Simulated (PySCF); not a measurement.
**Magnetic susceptibility: SMILES C/C=C1/C[C@@H]1C1CC1, C$_{8}$H$_{12}$**

Geometry (Å), atoms numbered from 1 in this order:
```xyz
20

C     2.498   -0.638   -1.091
C     2.254   -0.199    0.319
C     1.128    0.326    0.733
C     0.317    0.873    1.825
C    -0.246    0.742    0.417
C    -1.293   -0.286    0.126
C    -2.691    0.144   -0.205
C    -1.815   -0.438   -1.272
H     3.337   -0.089   -1.518
H     1.616   -0.471   -1.704
H     2.750   -1.698   -1.115
H     3.079   -0.335    1.009
H    -0.049    0.197    2.585
H     0.543    1.861    2.202
H    -0.373    1.661   -0.146
H    -1.179   -1.193    0.708
H    -2.900    1.203   -0.242
H    -3.515   -0.448    0.164
H    -2.036   -1.430   -1.636
H    -1.431    0.227   -2.031
```

Theory: GIAO KT3/pcSseg-1 magnetisability, rotational g tensor and spin-rotation constants, non-relativistic, gas phase (PySCF 2.14.0). Geometry: GFN2-xTB.

Task: What are the magnetisability and the molar susceptibility?

Result: Isotropic -1433 × 10⁻³⁰ J/T², or -86.3 × 10⁻⁶ cm³/mol; principal values -1701, -1347, -1251 × 10⁻³⁰ J/T², anisotropy 410 × 10⁻³⁰ J/T² (root of half the summed squared differences of the principal values). The susceptibility is in cgs units.

Task: Split it along the inertial axes a, b, c into diamagnetic and paramagnetic parts about the centre of mass, with the quadrupole moment.

Result: 
| axis | χ (10⁻⁶ cm³/mol) | diamagnetic (10⁻⁶ cm³/mol) | paramagnetic (10⁻⁶ cm³/mol) | summed x² of all electrons (Å²) | quadrupole Θ (D Å) |
| --- | --- | --- | --- | --- | --- |
| a | -78.9 | -488.9 | 410.0 | 220.7 | -0.37 |
| b | -82.4 | -1035.5 | 953.2 | 91.9 | -0.67 |
| c | -97.6 | -1326.4 | 1228.8 | 23.3 | +1.03 |

Anisotropies 2χaa − χbb − χcc = +22.2 and 2χbb − χaa − χcc = +11.8 × 10⁻⁶ cm³/mol. Θ is traceless in Buckingham's convention.

Task: And the rotational g tensor?

Result: 
| axis | rotational constant (GHz) | g | nuclear part | electronic part |
| --- | --- | --- | --- | --- |
| a | 3.4127 | -0.0130 | 0.6444 | -0.6574 |
| b | 1.3381 | -0.0028 | 0.5964 | -0.5992 |
| c | 1.0225 | +0.0047 | 0.5950 | -0.5903 |

Asymmetric top; isotopes 12C, 1H; no vibrational averaging.
